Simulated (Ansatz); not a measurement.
Program: Ansatz. Geometries: PBE0-D4/def2-TZVP. ΔE: electronic, gas phase. CCSD(T)/CBS adds triple-zeta CCSD(T) − MP2 to the extrapolated MP2 energy (def2 sets, frozen cores). This one scheme is used for every species. Functionals use def2-TZVPP. B3LYP here is the variant with VWN-RPA as its local correlation; programs differ in this. Open shells (•) are unrestricted, without spin–orbit coupling. For Ge outer-core shells are correlated without core-valence functions, which leaves a few kJ/mol of doubt a bond. Scalar relativity is left out up to krypton. Each species was taken in one conformer, which may not be the lowest.

`[OH][GeH]([OH])[OH]` + `[OH]`• → `[OH][Ge]([OH])[OH]`• + H₂O  (hydrogen abstraction from a Ge–H bond)

```csv
level,ΔE (kcal/mol)
r2SCANh-D4,-34.6
r2SCAN0-D4,-32.2
B3LYP,-36.5
CCSD/def2-TZVPP,-30.1
```

Question: What does CCSD(T)/CBS give? (Best estimate.)

Answer: Computed: -34.2 kcal/mol. The listed levels differ from it by -0.4, 2.0, -2.3, 4.1 kcal/mol.

Largest T1 diagnostic among the species: 0.015.

From BLYP to BHLYP (50 % exact exchange), in def2-TZVPP and without D4, ΔE moves by +12.7 kcal/mol. Leaving LDA and LC-ωPBE aside and taking each functional with its dispersion term where it has one, the values, not all of them listed here, spread over 13.9 kcal/mol, from PBE-D4 to BHLYP-D4. LDA lies −7.4 kcal/mol from PBE without D4.
